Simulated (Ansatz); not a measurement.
Gas-phase electronic energies from Ansatz, PBE0-D4/def2-TZVP geometries. CCSD(T)/CBS is the MP2 limit (def2-TZVPP, def2-QZVPP) plus CCSD(T) − MP2 in def2-TZVPP, frozen cores. This one scheme is used for every species. One conformer a species, not always the lowest.

Reaction (hydrogenolysis of a C–Cl bond): `C[SiH2]CCl` + H₂ → `C[SiH2]C` + HCl

`C[SiH2]CCl`:

Cartesian coordinates in Å:
```
C -0.630 0.463 1.373
Si -0.208 0.609 -0.437
C 0.886 -0.825 -0.991
Cl 0.047 -2.380 -0.709
H 0.272 0.492 1.988
H -1.281 1.282 1.685
H -1.147 -0.479 1.567
H 0.552 1.864 -0.705
H -1.434 0.606 -1.278
H 1.118 -0.771 -2.055
H 1.825 -0.860 -0.438
```

H₂:

Cartesian coordinates in Å:
```
H 0.166 0.013 -0.334
H -0.166 -0.013 0.334
```

`C[SiH2]C`:

Cartesian coordinates in Å:
```
C -0.954 0.486 1.163
Si -0.436 0.042 -0.579
C 1.348 -0.524 -0.640
H -1.996 0.815 1.191
H -0.335 1.295 1.560
H -0.855 -0.374 1.831
H -0.612 1.226 -1.468
H -1.319 -1.041 -1.101
H 2.018 0.262 -0.283
H 1.643 -0.781 -1.660
H 1.498 -1.406 -0.013
```

HCl:

Z-matrix (Å, degrees):
```
Cl
H 1 1.279
```

```json
{"level": "MP2/def2-SVP", "ΔE (kcal/mol)": "-24.4"}
{"level": "HF/CBS(def2)", "ΔE (kcal/mol)": "-26.2"}
```

Question: What does CCSD(T)/CBS give? (Estimate.)

Answer: Computed: -22.0 kcal/mol. The listed levels differ from it by -2.4, -4.2 kcal/mol.

Largest T1 diagnostic among the species: 0.010.

At CCSD(T), def2-SVP lies −2.7 kcal/mol from the extrapolated value and def2-TZVPP −1.0 kcal/mol. The D4 term adds +2.0 kcal/mol with B3LYP and +1.1 kcal/mol with PBE0; it sums over pairs of atoms, weighted by their polarisabilities, and B3LYP, whose exchange is more repulsive, gets the larger term. Leaving LDA and LC-ωPBE aside and taking each functional with its dispersion term where it has one, the values, not all of them listed here, spread over 4.5 kcal/mol, from B97M-V to revPBE-D4.

CCSD(T)/CBS has its own doubt, a few kJ/mol and more with outer-core shells, so smaller differences from it don't rank the levels.

B3LYP here is the variant with VWN-RPA as its local correlation; programs differ in this.
